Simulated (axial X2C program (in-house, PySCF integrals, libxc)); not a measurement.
Worked dissociation energy of NbSi⁺: PBE0, spin-free

All values were computed with an in-house relativistic program for diatomic molecules. Spin-free means the one-electron spin-free X2C Hamiltonian. Basis: Nb dyall-cv3z [11s12p9d5f3g], Si dyall-v3z [8s7p2d1f] (cores contracted in-house); Gaussian nuclei, density fitting, unrestricted open shells. Masses: Nb 92.906 u, Si 27.977 u.

Molecular state: M_S = 3, Λ = 0 (beyond evenly filled blocks: 2 × σα, π+α, π-α, δ+α, δ-α).

```
E(Nb+) (2M_S = 4, M_L = 0) : -3818.823253 hartree
E(Si) (2M_S = 2, M_L = 0)  : -289.868259 hartree
E(NbSi⁺) at Re             : -4108.787128 hartree
ωe                         : 351.5 cm⁻¹
ωexe                       : 1.26 cm⁻¹
```

**Question.** Work out De and D0.

**Answer.** De = -3818.823253 + (-289.868259) − (-4108.787128) = 0.09562 hartree = 2.602 eV. The zero-point energy is ωe/2 − ωexe/4 = 175 cm⁻¹ = 0.022 eV, so D0 = 2.580 eV.

Occupations by symmetry block were frozen at the best pattern of an incomplete PBE0 search. De is counted from the lowest determinant-based energies of the atoms at the same level, without counterpoise correction. Other states lie close and PBE0, whose exact exchange favours high spin, may order them wrongly; the determinant shown need not be the ground state. The nearest other spin-free determinant of the search, M_S = 2, Λ = 0, lies 0.02 eV up at the distance of the search.

Each atomic determinant is the lowest at this level and need not be a pure term. Totals compare only within one Hamiltonian and basis.
